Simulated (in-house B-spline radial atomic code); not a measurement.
How numerical settings move a run on Ce, [Xe] 4f1 5d1 6s2. Computed with an all-electron radial atomic-structure program (B-spline basis): scalar-relativistic (X2C) PBEsol, spin-polarised, spherical fractional occupations, Fermi nucleus of rms radius 4.8771 fm.

Command:
```bash
python run_scf.py task.json out
```
Settings of the sound reference run:
```
Z                58
electrons        58
configuration    [Xe] 4f1 5d1 6s2
hamiltonian      x2c
method           pbesol
spin_polarised   True
nucleus          fermi
rms_radius       4.8771
mass_number      140
atomic_mass      139.9054
speed_of_light   137.036
knot_spacing     0.22
spline_order     8
gauss_points     12
box_radius       50
max_iterations   70
damping          0.5
damped_steps     3
diis_vectors     10
tolerance        1e-08
start            Thomas-Fermi
```

Cost of the run: 0.58 s on 1 thread of Arm Neoverse N1 (shared host).

It converges in 11 iterations to -8855.802742 hartree, with 5d up at -3.34721 eV. The other runs change the listed settings, some to values that make no sense; their results aren't properties of the atom or ion. Radii are in bohr (the nuclear one in fm), a minus after a letter asks for a j subshell, and «unchanged» means within 1e-8 hartree. The run stops when the residual is below 10 × tolerance × max(1, Z/10), or a noise floor if that is larger, and the energy moves by less than 1e-8 × √|E| hartree; so very loose and very tight tolerances often act alike.

| changed settings | outcome |
| --- | --- |
| box_radius = 7.5 | converged in 10 iterations, energy +3.68e-02 hartree from the reference, 5d up level +9.5e-01 eV (the program warns: 5d up reaches the box edge; 5p up reaches the box edge) |
| box_radius = 200 | converged in 11 iterations, energy -2.47e-07 hartree from the reference, 5d up level -2.8e-07 eV |
| box_radius = 10 | converged in 11 iterations, energy +3.47e-03 hartree from the reference, 5d up level +1.7e-01 eV (the program warns: 5d up reaches the box edge; 4f up reaches the box edge) |
| box_radius = 15 | converged in 11 iterations, energy +2.45e-05 hartree from the reference, 5d up level +2.7e-03 eV (the program warns: 5d up reaches the box edge; 6s up reaches the box edge) |
| box_radius = 2 | converged in 8 iterations, energy +2.98e+01 hartree from the reference, 5d up level +1.1e+02 eV (the program warns: 5d up has a positive eigenvalue: unbound, held by the box; 5s up has a positive eigenvalue: unbound, held by the box) |
| tolerance = 1e-06 | converged in 9 iterations, energy unchanged, 5d up level -4.0e-04 eV |
| first_knot = 1.72e-05, max_iterations = 100, damped_steps = 30 | converged in 22 iterations, energy +3.05e-07 hartree from the reference, 5d up level +1.1e-05 eV |
| knot_spacing = 0.4, spline_order = 6, max_iterations = 100, damping = 0.8, damped_steps = 1 | converged in 10 iterations, energy +1.92e-02 hartree from the reference, 5d up level -2.4e-03 eV |
| gauss_points = 6, first_knot = 1.72e-05, max_iterations = 60 | converged in 11 iterations, energy +3.41e-07 hartree from the reference, 5d up level +8.5e-06 eV |
| max_iterations = 12, damping = 0.95 | converged in 12 iterations, energy unchanged, 5d up level +1.0e-05 eV |
| damped_steps = 8 | converged in 13 iterations, energy unchanged, 5d up level +2.4e-05 eV |
| electrons = 59, configuration = [Xe] 4f1 5d1 6s2 3f1, max_iterations = 60 | stopped with error: there is no 3f shell |
| damped_steps = 30 | converged in 22 iterations, energy unchanged, 5d up level +2.4e-06 eV |
| box_radius = 25 | converged in 11 iterations, energy +2.53e-07 hartree from the reference, 5d up level +2.1e-06 eV |
| tolerance = 1e-13 | converged in 11 iterations, energy unchanged |

**Question.** What happens with box_radius = 100?

**Answer.** Converged in 11 iterations, energy -1.72e-07 hartree from the reference.

**Question.** What happens with box_radius = 5?

**Answer.** Converged in 9 iterations, energy +4.11e-01 hartree from the reference, 5d up level +4.9e+00 eV (the program warns: 5d up has a positive eigenvalue: unbound, held by the box; 6s up has a positive eigenvalue: unbound, held by the box).

**Question.** What happens with hamiltonian = dirac, method = hf?

**Answer.** Stopped with error: spin polarisation is not served with the Dirac Hamiltonian.

**Question.** What happens with electrons = 59, configuration = [Xe] 4f1 5d1 6s2 7s-1, max_iterations = 50?

**Answer.** Stopped with error: j subshells need the Dirac Hamiltonian and l > 0.
